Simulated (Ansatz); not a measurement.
C3H3AlN2, SMILES `[CH3][Al]([C]#N)[C]#N` at its PBE0-D4/def2-TZVP geometry, where that method's forces vanish. Total charge 0; spin multiplicity 1.

```json
{"atom": "C1", "x (Å)": "-0.840", "y (Å)": "-1.285", "z (Å)": "0.010"}
{"atom": "Al2", "x (Å)": "0.207", "y (Å)": "0.326", "z (Å)": "0.012"}
{"atom": "C3", "x (Å)": "0.388", "y (Å)": "1.483", "z (Å)": "1.541"}
{"atom": "N4", "x (Å)": "0.469", "y (Å)": "2.148", "z (Å)": "2.481"}
{"atom": "C5", "x (Å)": "1.180", "y (Å)": "0.928", "z (Å)": "-1.539"}
{"atom": "N6", "x (Å)": "1.747", "y (Å)": "1.252", "z (Å)": "-2.489"}
{"atom": "H7", "x (Å)": "-1.329", "y (Å)": "-1.460", "z (Å)": "0.970"}
{"atom": "H8", "x (Å)": "-0.212", "y (Å)": "-2.151", "z (Å)": "-0.220"}
{"atom": "H9", "x (Å)": "-1.610", "y (Å)": "-1.241", "z (Å)": "-0.766"}
```

For each bond, give half the difference of the two atoms' forces along it (eV/Å; positive pushes the atoms apart) under PBE-D4, r2SCAN-D4, B3LYP-D4, ωB97M-V in def2-TZVPP. (Estimate.)

The calculation gave: 
```
  bond  length (Å)  PBE-D4  r2SCAN-D4  B3LYP-D4  ωB97M-V
C1–Al2       1.921    0.00      -0.01      0.08    -0.03
 C1–H7       1.091    0.10      -0.01     -0.05    -0.05
 C1–H8       1.094    0.12       0.00     -0.04    -0.05
 C1–H9       1.094    0.12       0.00     -0.04    -0.05
Al2–C3       1.926   -0.72      -0.27     -0.06     0.15
Al2–C5       1.927   -0.72      -0.27     -0.06     0.15
 C3–N4       1.154    1.48       0.52      0.07    -0.24
 C5–N6       1.154    1.48       0.52      0.07    -0.24
```

B3LYP here is the variant with VWN-RPA as its local correlation; programs differ in this.

Results of the Gaussian-basis code of Ansatz.
